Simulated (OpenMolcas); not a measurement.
Au6+ among 5 point charges of -2 e arranged as a trigonal bipyramid (D3h), 1.65 Å from the ion, with the axial distance 1.617 Å.
```
   1.6500    0.0000    0.0000  -2.00
  -0.8250    1.4289    0.0000  -2.00
  -0.8250   -1.4289    0.0000  -2.00
   0.0000    0.0000    1.6170  -2.00
   0.0000    0.0000   -1.6170  -2.00
```

```
Program             : OpenMolcas
Method              : SS-CASPT2, IPEA 0.25 Eh, imaginary shift 0.1 Eh (closed shells correlated: 4f 5s 5p)
Basis               : ANO-RCC-VTZP [8s7p5d3f1g]
Scalar Hamiltonian  : DKH2, point nucleus
Active space        : 5 electrons in 5 orbitals (5d)
State averaging     : 2S+1 = 6 even, 1 root; 2S+1 = 4 even, 24 roots; 2S+1 = 2 even, 75 roots
Spin-orbit coupling : state interaction with AMFI integrals over the reference wave functions
```

(1) What is the spin-free ground state (labels of D3, the rotations of D3h)?

(2) What are the lowest two levels with spin-orbit coupling?

(3) What is χT at 300 K?

## Answers

(1) 6A1, 1-fold in its orbital part, 100 % from free-ion S terms; it has the highest spin that d5 allows.

(2) A 2-fold level E1/2 with g = 0.00, 0.00, 9.12, then a 2-fold level E3/2 440 cm-1 above it. Their leading multiplicities are 6 (65 %) and 6 (66 %).

(3) 3.27 cm3 K/mol.

Roots that are degenerate in the reference are averaged as groups; the widest CASPT2 spread within a group is 36 cm-1 (the 2-fold group of multiplicity 2 near 77100 cm-1 above the lowest state of its run). Shifts and gaps below about the spread of the groups concerned are not significant. Spin-orbit coupling mixes the spin-free states strongly: the lowest level takes only 65 % from its leading state, 6A1. Point charges give a weaker field than real ligands, and real ions of this kind are as a rule low spin; the high spin found here belongs to the model. Free-ion shares, where given, are those of the reference states; single-state CASPT2 does not remix them. Point charges carry no covalency, so the field is a model and not that of real ligands. No measured value stands beside these numbers.
